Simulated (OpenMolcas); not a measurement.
**Bi3+: effect of the active space**

```json
{
  "Program": "OpenMolcas 26.06",
  "Method": "MS-CASPT2 or its RAS form, IPEA 0.25 Eh, imaginary shift 0.1 Eh",
  "Basis": "ANO-RCC-VQZP",
  "Scalar Hamiltonian": "DKH2, point nucleus",
  "Spin-orbit coupling": "RASSI with atomic mean-field integrals over the reference wave functions, term energies averaged over their components"
}
```

A. 2 electrons in 4 orbitals (6s 6p); 2S+1 = 3 even, 3 roots; 2S+1 = 1 even, 7 roots; 2S+1 = 3 odd, 3 roots; 2S+1 = 1 odd, 3 roots; closed shells correlated: 5d; CASPT2 step of the order of 10 core-seconds
B. 2 electrons in 8 orbitals (6s 6p 7s 7p); 2S+1 = 3 even, 3 roots; 2S+1 = 1 even, 7 roots; 2S+1 = 3 odd, 3 roots; 2S+1 = 1 odd, 3 roots; closed shells correlated: 5d; CASPT2 step of the order of 15 core-seconds
C. 2 electrons in 9 orbitals (RAS2 6s 6p; RAS3 6d, at most 2 electrons); 2S+1 = 3 even, 3 roots; 2S+1 = 1 even, 7 roots; 2S+1 = 3 odd, 3 roots; 2S+1 = 1 odd, 3 roots; closed shells correlated: 5d; CASPT2 step about 19 core-seconds

Energies in cm⁻¹ above 6s² ¹S₀, the measured ground level; measured values from Moore, Atomic Energy Levels, vol. III, NSRDS-NBS 35 (1971 reprint of NBS Circular 467, 1958).

```
     Level       A       B       C  Measured
   6s² ¹S₀     0.0     0.0     0.0       0.0
6s 6p ³P°₀   74600   73990   75190     70968
6s 6p ³P°₁   78950   78300   79480     75926
6s 6p ³P°₂   94910   94300   95460          
6s 6p ¹P°₁  112070  111230  112710    114602
   6p² ³P₀  173190  180470  174080    166552
```

Deviations, from unrounded energies. A percentage is the sum of absolute deviations over the sum of measured energies, with the sign that they share, or ± where signs differ.

| Against measurement | Levels | A | B | C |
| --- | --- | --- | --- | --- |
| mean absolute deviation (cm-1) | 4 | 4000 | 5700 | 4300 |
| other configurations (%) | 4 | ±3.7 | ±5.3 | ±4.0 |

A lies closest to measurement on these levels and B furthest from it. The largest miss of A in the table is 6p² ³P₀, by +6600 cm-1. The ranking rests on the paired levels alone, and a cruder setting can come out closer through cancelling errors.

Among A to C the level of the table that moves most is 6p² ³P₀, by 7300 cm-1 (lowest in A, highest in B). Moves below CASPT2's spread within the term are not significant.

Over all roots computed the reference weight is 0.88 to 0.94 in A, 0.85 to 0.94 in B; the roots of lowest weight are the least certain, and an intruder state may touch them. Spin-orbit splittings of 6p shells tend to come out small when the coupling is added on scalar orbitals. The ¹D term of p² mixes with s d, which this space lacks (holds for A; B). The run also gave levels led by 6s 7s, which use shells meant for correlation; these and all levels above them are left out (holds for B). Active for correlation alone: 6d; no level in the range computed is led by a configuration that fills it, so any true level of that kind is missing (holds for C). Computed and measured levels are paired by configuration, term and J; levels that our copy of the source lacks, or whose pairing is in doubt (as where it misses far off the trend of its configuration), stay unpaired and out of the deviations. Only configurations of the active space appear. The table leaves out levels that lie high or whose names do not pair safely across all columns.

° marks odd parity.
